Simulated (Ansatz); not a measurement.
```yaml
crystal:
  periodic: [false, false, false]
  atoms:
    - {symbol: Cl, position_ang: [0.384537, 2.371155, 1.848074]}
    - {symbol: Al, position_ang: [1.118579, 0.746509, 0.584838]}
    - {symbol: F, position_ang: [0.107853, 0.673920, -1.033541]}
    - {symbol: Al, position_ang: [-0.932171, -0.891787, -0.697355]}
    - {symbol: Cl, position_ang: [-3.000452, -0.332985, -0.268393]}
    - {symbol: F, position_ang: [0.102063, -0.837511, 0.906827]}
    - {symbol: H, position_ang: [2.697418, 0.403642, 0.322456]}
    - {symbol: H, position_ang: [-0.477838, -2.132934, -1.662897]}
basis:
  gaussian: {orbitals: aug-cc-pVDZ, fitting: {mean_field: cc-pVTZ-jkfit}}
total_charge: -3
magnetization: {spin_polarized: true, initial_magnetization: 1}
hamiltonian: {xc: {name: RPBE}, dispersion: d4}
scf: {lower_state_search: full}
```

```sh
$ ansatz run in.yaml --threads 4 --pin off --events-out ev --progress --plain --max-ram 10444MiB
```

It prints (some lines left out):

```
Functional definition: RPBE
702 factors; integrals over basis functions are off by at most 3.0e-1 eV
mean field evaluation 1: about -43159.6567 eV, gradient 2.1e2 eV
mean field evaluation 2: about -43159.7181 eV, gradient 2.1e2 eV
mean field evaluation 4: about -43342.6190 eV, gradient 2.4e2 eV
mean field evaluation 8: about -43697.5884 eV, gradient 4.8e1 eV
mean field evaluation 16: about -43707.4501 eV, gradient 1.7e-1 eV
mean field evaluation 32: about -43707.4752 eV, gradient 2.8e-4 eV
mean field evaluation 224: about -43707.4752 eV, gradient 2.1e-4 eV
mean field evaluation 256: about -43707.4752 eV, gradient 1.4e-3 eV
mean field evaluation 288: about -43707.4752 eV, gradient 6.5e-4 eV
mean field evaluation 320: about -43707.4752 eV, gradient 5.8e-3 eV
mean field -43707.47516687 eV, -1606.2200863916 hartree, gradient 7.4e-6 eV, S^2 0.752326; 13 other end points of the search recorded, 0 dependent functions left out
reference -43707.47519464 eV, -1606.2200874123 hartree; 42, 41 occupied and 130, 131 virtual orbitals, 702 factors
Total energy: -43708.38409074 eV, -1606.2534887278 hartree
```

Problem. Something in this input is off. What?

Solution. The charge is far from anything that the molecule holds. Self-consistency was reached. The result belongs to that input, not to the molecule as meant.
